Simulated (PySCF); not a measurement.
FH5N2Sn, SMILES [NH2][SnH]([NH2])[F]. Geometry: PBE-D3(BJ)/def2-SVP. The structure was generated by enumeration; whether it is a known compound was not checked. The def2 effective core potentials stand for the cores of Sn; spin–orbit coupling is left out. The values are those of a single conformer.

**Question.** Give the equilibrium geometry at PBE-D3(BJ)/def2-SVP (PySCF confirms it by a frequency run) as Cartesian coordinates in Å. (The exact figures need the calculation; the answer reports its results.)

**Answer.** This is not unique; one that fits is 
```xyz
9

Sn     0.0437     0.0931    -0.2219
N     -1.6417    -1.0783    -0.2488
N      1.5894    -1.1045     0.3992
F     -0.1379     1.5590     1.0969
H      0.3325     0.8457    -1.7427
H     -2.4005    -0.6150    -0.7679
H     -1.9956    -1.2274     0.7065
H      1.2231    -1.8424     1.0173
H      2.2652    -0.5648     0.9581
```
